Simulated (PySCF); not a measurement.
Ag2, SMILES [Ag][Ag], multiplicity 1.

Geometry optimised at PBE0-D3(BJ)/def2-TZVPD. The multiplicity is an assumed one; other spin states were not compared. The def2 effective core potentials stand for the cores of Ag; spin–orbit coupling is left out.

Calculation: PBE0-D3(BJ)/def2-TZVPD (PySCF).

Frequencies are harmonic and unscaled.

Task: Give all harmonic wavenumbers and intensities. (The exact figures need the calculation; the answer reports its results.)

Result: 
| mode | ν (cm⁻¹) | IR (km/mol) | Raman (Å⁴/amu) | depolarisation | moving atoms (share of kinetic energy) |
|---|---|---|---|---|---|
| 1 | 181 | 0.0 | 39.6 | 0.18 | Ag 100 % |
